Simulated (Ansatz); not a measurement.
F₂H₄SiSn (`[F][SnH]([F])[SiH3]`). The species carries charge 0 and has multiplicity 1. Sn takes the def2 core potential.

Z-matrix (Å, degrees):
```
Sn
F 1 1.919
Si 1 2.563 2 107.1
F 1 1.919 2 102.5 3 112.7
H 1 1.703 2 105.1 3 -137.7
H 3 1.483 1 108.2 2 175.1
H 3 1.483 1 108.1 2 -65.2
H 3 1.481 1 107.6 2 54.9
```

(1) List the harmonic frequencies (cm⁻¹, unscaled) at PBE0-D4/def2-TZVP in Ansatz. (Best estimate.)

(2) Is this a minimum?

(3) Give the ideal-gas thermochemistry at 298.15 K and 1 bar (rigid rotor, harmonic oscillator; point group Cs, symmetry number 1).

(4) And at 400, 500, 600, 800 and 1000 K?

(5) Rotational constants (cm⁻¹)?

## Answers

(1) The calculation gave: 59, 92, 118, 177, 310, 472, 482, 570, 578, 621, 625, 843, 930, 933, 1959, 2237, 2256, 2267.

(2) Yes, all 18 modes are real.

(3) Zero-point energy 92.9 kJ/mol; H(298) − E = 114.8 kJ/mol; entropy 367.2 J/(mol·K), of which translation 174.2, rotation 115.1, vibration 77.9; G(298) − E = 5.3 kJ/mol. Modes under 100 cm⁻¹ are hindered rotations or soft bends, so the harmonic entropy is rough.

(4) 
```tsv
T (K)	H − E (kJ/mol)	S (J/mol/K)	G − E (kJ/mol)
400	126.5	400.8	-33.9
500	139.2	429.1	-75.4
600	152.7	453.8	-119.5
800	181.8	495.6	-214.6
1000	212.9	530.2	-317.3
```

(5) 0.1391, 0.06833, 0.05587.
